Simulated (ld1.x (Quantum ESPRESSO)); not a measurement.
**PBE TM dataset for samarium, scalar-relativistic all-electron reference.**

samarium, norm-conserving Troullier–Martins (Kleinman–Bylander form), made with ld1.x (Quantum ESPRESSO) 7.5 (PBE, scalar-relativistic). Core [Kr] 4d10 4f6, reference 5s2 5p6 5d0 6s1 6p1. Waves: 5p (bound): rc 1.80 bohr; 5d (bound, empty): rc 3.30 bohr; 5s (bound): rc 1.65 bohr. Local part: the s channel. Core correction: a·sin(br)/r model core inside 1.55 bohr.

Occupied shells without a wave of their own: 6p, 6s. They enter only through the test configuration that unscreens the potential, and ld1.x also counts them in the model core charge.

All-electron outer shells of the reference configuration (PBE, scalar-relativistic, ld1.x):

| shell | level (eV) | outermost node (bohr) | outermost maximum (bohr) |
| --- | --- | --- | --- |
| 4d | -130.06 | 0.28 | 0.59 |
| 5s | -44.59 | 0.69 | 1.27 |
| 5p | -24.54 | 0.74 | 1.43 |
| 6s | -4.29 | 1.70 | 3.62 |
| 4f | -3.74 | – | 0.61 |
| 5d | -2.64 | 0.84 | 2.14 |
| 6p | -1.78 | 2.04 | 4.88 |

Q: Does the generator finish with these settings?

A: Yes, a potential is produced.

Q: Estimate the cutoffs (Ry, on a coarse ladder) from which the occupation-weighted sum of valence levels, in a spherical-Bessel basis at the reference potential, stays within 10 and 1 mRy of its value at 400 Ry.

A: 55 Ry and 90 Ry.

Q: Does the potential have ghost states?

A: No extra level below or beside the all-electron valence levels (p, d, s, f tested).

Q: Which valence shell sets the plane-wave cutoff?

A: 5s: its level needs 70 Ry to come within 1 mRy, against 50 Ry for 5p.

Q: Tests: 5s2 5p6 5d0 6s2 6p0; 5s2 5p6 5d0 6s1 6p0; 5s2 5p6 5d0 6s0 6p0; 5s2 5p5 5d0 6s2 6p0; 5s2 5p6 5d0 6s0 6p1; 5s1 5p6 5d0 6s2 6p0; 5s2 5p6 5d0.5 6s1.5 6p0. Which has the largest error in its energy relative to the reference configuration, and how large is it?

A: 5s2 5p6 5d0 6s0 6p0, with -749 meV (all-electron minus pseudo) on +14.59 eV.

ld1.x takes every shell without a wave as core, so the model core holds the 6p, 6s electrons as well and exchange and correlation see them twice. This cancels in the reference configuration, but the file is broken for other ones, and its errors say nothing about a proper core correction.
